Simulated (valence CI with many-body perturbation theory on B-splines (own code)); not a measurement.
Hg L: electric-dipole lines

Calculated by relativistic CI+MBPT: three valence electrons over a frozen Dirac-Fock core [Ar] 3d10, a basis of 11 s, 11 p, 9 d, 7 f, 5 g, 2 h, 1 i functions for each j, with the one-electron correlation potential Σ1 (screened to all orders), the two-electron term Σ2, the three-electron term Σ3, Breit, model QED; selected single and double excitations, second order for the rest (own B-spline code, finite nucleus).

The last digits are not significant, and no measured levels were compared; by estimate large intervals hold to a few tenths of a per cent, small ones and those within an open d or f shell to about a per cent.

Lines 151 to 200 of 272 in falling wavelength, among levels below 55.557 Ry, chosen from the strongest by gf and those to the six lowest levels. Wavelengths and rates use the calculated energies. Electric multipoles are in the length gauge, E1 and E2 with the static RPA response of the core. Weak lines are less certain than strong ones. Lines between different terms over intervals too small for the method are left out, as are lines whose strength nearly cancels. The highest levels of a list are the least certain.

Levels are named by their leading jj configuration (3d3/2^4 stands for four electrons in 3d with j = 3/2), which in mixed levels can hold well under half, so a name can repeat and another be missing. Letters in brackets count levels of one name in rising energy.

| λ vac (nm) | Upper | Lower | A (s⁻¹) | log gf | Branch % |
| --- | --- | --- | --- | --- | --- |
| 4.610 | (4p1/2^2 4p3/2) J=3/2 | (4s 4p1/2^2) J=1/2 | 4.53e+11 | -0.24 | 77.3 |
| 4.609 | (4p1/2 4p3/2 4d5/2) J=5/2 [b] | (4s 4p1/2 4d5/2) J=3/2 | 2.08e+11 | -0.40 | 11.9 |
| 4.608 | (4p1/2 4p3/2 4d5/2) J=3/2 [a] | (4s 4p1/2 4d5/2) J=5/2 [a] | 2.31e+11 | -0.53 | 21.1 |
| 4.608 | (4p1/2 4p3/2 4d5/2) J=7/2 [b] | (4s 4p1/2 4d5/2) J=5/2 [b] | 1.95e+11 | -0.30 | 15.9 |
| 4.607 | (4s 4p1/2 4p3/2) J=3/2 [b] | (4s^2 4p1/2) J=1/2 | 6.83e+11 | -0.06 | 96.2 |
| 4.603 | (4p1/2 4p3/2 4d3/2) J=1/2 [b] | (4s 4p1/2 4d3/2) J=1/2 | 4.71e+11 | -0.52 | 18.9 |
| 4.597 | (4p1/2 4p3/2 4d3/2) J=5/2 [a] | (4s 4p1/2 4d3/2) J=3/2 [a] | 3.55e+11 | -0.17 | 48.6 |
| 4.583 | (4p1/2 4p3/2 4d5/2) J=5/2 [a] | (4s 4p1/2 4d5/2) J=5/2 [a] | 6.50e+10 | -0.91 | 6.6 |
| 4.580 | (4p1/2 4p3/2 4d3/2) J=7/2 | (4s 4p1/2 4d3/2) J=5/2 | 9.21e+11 | 0.36 | 88.8 |
| 4.569 | (4p1/2 4p3/2 4d5/2) J=1/2 | (4s 4p1/2 4d5/2) J=3/2 | 4.10e+11 | -0.59 | 37.0 |
| 4.569 | (4s 4p3/2^2) J=1/2 | (4s^2 4p3/2) J=3/2 | 8.93e+11 | -0.25 | 99.3 |
| 4.566 | (4s 4p1/2 4p3/2) J=1/2 | (4s^2 4p1/2) J=1/2 | 1.26e+12 | -0.10 | 97.3 |
| 4.562 | (4p1/2 4p3/2 4d3/2) J=3/2 [a] | (4s 4p1/2 4d3/2) J=3/2 [a] | 5.97e+11 | -0.13 | 59.5 |
| 4.558 | (4p1/2 4p3/2 4d3/2) J=1/2 [a] | (4s 4p1/2 4d3/2) J=3/2 [a] | 8.55e+11 | -0.27 | 91.3 |
| 4.555 | (4p1/2 4p3/2^2) J=3/2 | (4s 4p1/2 4p3/2) J=5/2 | 9.48e+10 | -0.93 | 5.2 |
| 4.554 | (4s 4p3/2 4d3/2) J=1/2 [b] | (4s^2 4d3/2) J=3/2 | 1.37e+12 | -0.07 | 45.8 |
| 4.554 | (4p1/2 4p3/2 4d5/2) J=3/2 [b] | (4s 4p1/2 4d5/2) J=5/2 [b] | 5.19e+11 | -0.19 | 45.2 |
| 4.542 | (4p1/2 4p3/2^2) J=5/2 | (4s 4p1/2 4p3/2) J=5/2 | 4.64e+11 | -0.07 | 39.3 |
| 4.521 | (4s 4p3/2 4d3/2) J=5/2 [b] | (4s^2 4d3/2) J=3/2 | 2.04e+12 | 0.57 | 62.2 |
| 4.506 | (4s 4p3/2^2) J=3/2 | (4s^2 4p3/2) J=3/2 | 1.88e+12 | 0.36 | 99.9 |
| 4.504 | (4s 4p3/2 4d5/2) J=3/2 [b] | (4s^2 4d5/2) J=5/2 | 1.00e+12 | 0.09 | 61.9 |
| 4.498 | (4p1/2 4p3/2 4d5/2) J=7/2 [b] | (4s 4p1/2 4d5/2) J=7/2 | 2.67e+11 | -0.19 | 21.7 |
| 4.441 | (4s 4p3/2 4d5/2) J=5/2 [b] | (4s^2 4d5/2) J=5/2 | 9.24e+11 | 0.21 | 46.9 |
| 4.438 | (4s 4p1/2 4f5/2) J=5/2 [b] | (4p1/2^2 4p3/2) J=3/2 | 5.52e+10 | -1.01 | 14.4 |
| 4.426 | (4s^2 4f5/2) J=5/2 | (4s 4p1/2 4p3/2) J=3/2 [b] | 1.42e+11 | -0.60 | 48.5 |
| 4.401 | (4p1/2 4p3/2^2) J=3/2 | (4s 4p1/2 4p3/2) J=3/2 [a] | 7.00e+11 | -0.09 | 38.5 |
| 4.388 | (4p1/2 4p3/2^2) J=5/2 | (4s 4p1/2 4p3/2) J=3/2 [a] | 1.99e+09 | -2.46 | 0.2 |
| 4.372 | (4p1/2 4p3/2 4d5/2) J=5/2 [b] | (4s 4p1/2 4d5/2) J=5/2 [a] | 3.47e+11 | -0.22 | 19.9 |
| 4.362 | (4p1/2 4p3/2 4d3/2) J=5/2 [b] | (4s 4p1/2 4d3/2) J=5/2 | 9.14e+10 | -0.81 | 3.5 |
| 4.347 | (4p1/2 4p3/2 4d5/2) J=3/2 [b] | (4s 4p1/2 4d5/2) J=5/2 [a] | 8.03e+10 | -1.04 | 7.0 |
| 4.343 | (4s 4p3/2 4d5/2) J=3/2 [a] | (4s^2 4d3/2) J=3/2 | 9.79e+10 | -0.96 | 13.6 |
| 4.333 | (4p3/2^3) J=3/2 | (4s 4p3/2^2) J=5/2 | 3.56e+11 | -0.40 | 12.4 |
| 4.270 | (4p1/2 4p3/2^2) J=1/2 | (4s 4p1/2 4p3/2) J=3/2 [a] | 3.66e+10 | -1.70 | 2.9 |
| 4.236 | (4p1/2 4p3/2 4d3/2) J=5/2 [b] | (4s 4p1/2 4d3/2) J=3/2 [a] | 9.75e+10 | -0.80 | 3.8 |
| 4.226 | (4s^2 4f5/2) J=5/2 | (4s 4p1/2 4p3/2) J=5/2 | 7.76e+08 | -2.90 | 0.3 |
| 4.093 | (4s^2 4f5/2) J=5/2 | (4s 4p1/2 4p3/2) J=3/2 [a] | 8.46e+09 | -1.89 | 2.9 |
| 4.091 | (4s^2 4f7/2) J=7/2 | (4s 4p1/2 4p3/2) J=5/2 | 6.28e+10 | -0.90 | 24.6 |
| 4.028 | (4s 4p1/2 4d3/2) J=3/2 [a] | (4s 4p1/2^2) J=1/2 | 4.44e+10 | -1.36 | 53.2 |
| 4.004 | (4s 4p3/2 4d3/2) J=3/2 [a] | (4s 4p1/2 4p3/2) J=3/2 [b] | 2.11e+09 | -2.69 | 0.1 |
| 4.003 | (4s 4p3/2 4d3/2) J=1/2 [a] | (4s 4p1/2 4p3/2) J=3/2 [b] | 4.23e+10 | -1.69 | 2.9 |
| 4.002 | (4s 4p3/2 4d3/2) J=5/2 [a] | (4s 4p1/2 4p3/2) J=3/2 [b] | 3.68e+10 | -1.28 | 2.0 |
| 3.839 | (4s 4p3/2 4d3/2) J=3/2 [a] | (4s 4p1/2 4p3/2) J=5/2 | 2.81e+11 | -0.61 | 17.2 |
| 3.837 | (4s 4p3/2 4d3/2) J=5/2 [a] | (4s 4p1/2 4p3/2) J=5/2 | 1.06e+12 | 0.15 | 58.2 |
| 3.829 | (4s 4p3/2 4d3/2) J=3/2 [b] | (4s 4p1/2 4p3/2) J=1/2 | 8.26e+11 | -0.14 | 34.1 |
| 3.801 | (4s 4p3/2 4d3/2) J=3/2 [b] | (4s 4p1/2 4p3/2) J=3/2 [b] | 8.45e+11 | -0.14 | 34.8 |
| 3.782 | (4s 4p3/2 4d3/2) J=7/2 | (4s 4p1/2 4p3/2) J=5/2 | 1.39e+12 | 0.38 | 95.8 |
| 3.770 | (4p1/2 4p3/2 4d3/2) J=3/2 [b] | (4p1/2^2 4p3/2) J=3/2 | 2.11e+12 | 0.25 | 78.6 |
| 3.748 | (4s 4p1/2 4d3/2) J=1/2 | (4s 4p1/2^2) J=1/2 | 2.03e+12 | -0.07 | 97.2 |
| 3.743 | (4p1/2 4p3/2 4d3/2) J=1/2 [b] | (4p1/2^2 4p3/2) J=3/2 | 1.79e+12 | -0.12 | 71.8 |
| 3.740 | (4p1/2 4p3/2 4d3/2) J=5/2 [b] | (4p1/2^2 4p3/2) J=3/2 | 1.43e+12 | 0.26 | 55.5 |

How does gf follow from A for the line at 4.347 nm?

gf = 1.4992 × (2J+1)_upper × A / σ², with σ = 2300387 cm⁻¹ and 2J+1 = 4: gf = 0.0910.
